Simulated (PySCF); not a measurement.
**Computed structure and properties of SmI2**

System: SmI2 (singlet in the valence; each metal's 4f electrons, 6 of them, lie in its core potential, out of spins and levels); start: template (C2v). Method: PySCF 2.14.0, RKS PBE0, Sm lcecp-0-SVP with ECP52, I def2-SVP with ECP28; non-relativistic Hamiltonian with scalar-relativistic core potentials where named; density fitting; no spin-orbit coupling.

Input of the relaxation:

```python
mol = gto.M(atom='''
Sm     0.00000     0.00000    -0.80266
I      2.86710    -0.00000     0.48044
I     -2.86710     0.00000     0.48044''',
    basis={'Sm': 'lcecp-0-SVP', 'I': 'def2-SVP'},
    ecp={'Sm': 'lcecp-0-SVP', 'I': 'def2-SVP'},
    charge=0, spin=0)
mf = dft.RKS(mol, xc='PBE0')
mf.grids.atom_grid = (50, 194)  # f atoms: unpruned, at least (60, 302)
mf = mf.density_fit()  # fitting sets: Sm AutoAux, I def2-universal-JKFIT
mf.conv_tol = 1e-08; mf.max_cycle = 55
mf.kernel(dm0)  # dm0: converged density of the start geometry
# quasi-Newton relaxation in Cartesian coordinates to a largest gradient under 0.00045 Eh/bohr, steps kept in the point group
```

Run from Python with OMP_NUM_THREADS=2; the lines above give its settings. Where DIIS fails, smearing, a level shift and second-order steps follow.
It took 64 s on 2 threads of Intel(R) Xeon(R) Platinum 8259CL CPU @ 2.50GHz (Skylake/Cascade Lake), on a shared host, from the converged density of the start.

Course of the relaxation:

| step | energy above end (eV) | largest force component within the symmetry (eV/Å) |
| --- | --- | --- |
| 0 | 0.1207 | 0.662 |
| 1 | 0.0569 | 0.429 |
| 2 | 0.0169 | 0.081 |
| 3 | 0.0153 | 0.031 |
| 4 | 0.0132 | 0.059 |
| 5 | 0.0119 | 0.059 |
| 6 | 0.0103 | 0.046 |
| 7 | 0.0053 | 0.064 |
| 8 | 0.0023 | 0.092 |
| 9 | -0.0001 | 0.009 |
| 10 | 0.0000 | 0.011 |

Relaxed geometry (C2v):

```xyz
3

Sm    0.0000    0.0000   -0.2005
I     3.0068    0.0000    0.1794
I    -3.0068    0.0000    0.1794
```

```json
{"contact": "Sm1–I2 (I)", "Å": "3.031"}
{"contact": "Sm1–I3 (I)", "Å": "3.031"}
```

On the finer grid (75, 302):

* HOMO: not given (4f levels lie in the core)
* LUMO: not given (4f levels lie in the core)
* Dipole about the centre of mass: 2.13 D
* Set of Mulliken populations of Sm1 outside the core potential: s 2.25, p 6.21, d 0.70, f 0.01
* D3(BJ) dispersion energy (not in the energies): -0.081 eV

```
atom  Mulliken (e)  Löwdin (e)  spin (e)
 Sm1          0.82        0.29      0.00
  I2         -0.41       -0.14      0.00
  I3         -0.41       -0.14      0.00
```

The 4f levels lie in the core potential and are missing. Their spin isn't counted.

On the grid (50, 194), as all that follows. Harmonic modes: a minimum within the noise of the softest modes; lowest 14 cm⁻¹ (negative: unstable), highest 177 cm⁻¹, zero-point energy 0.019 eV.

Taking off one I (charge -1, singlet; the rest: singlet) in vacuum, both parts rigid, costs 6.50 eV; the small basis without counterpoise inflates it. Most of it is the attraction of opposite charges; other ways to part are cheaper, and one spin state was tried for the rest.

Rigid scan of I along the line from its metal:

(distance to I2 (Å), energy (eV)): (2.73, 0.374), (2.83, 0.147), (2.93, 0.032), (3.03, 0.000), (3.13, 0.028), (3.23, 0.098), (3.43, 0.320), (3.73, 0.744), (4.13, 1.330), (4.63, 1.978)

One start shape was tried, so this needn't be the lowest isomer.

An lcecp potential fixes the number of 4f electrons, so in runs with it no electron can move into or out of that shell.
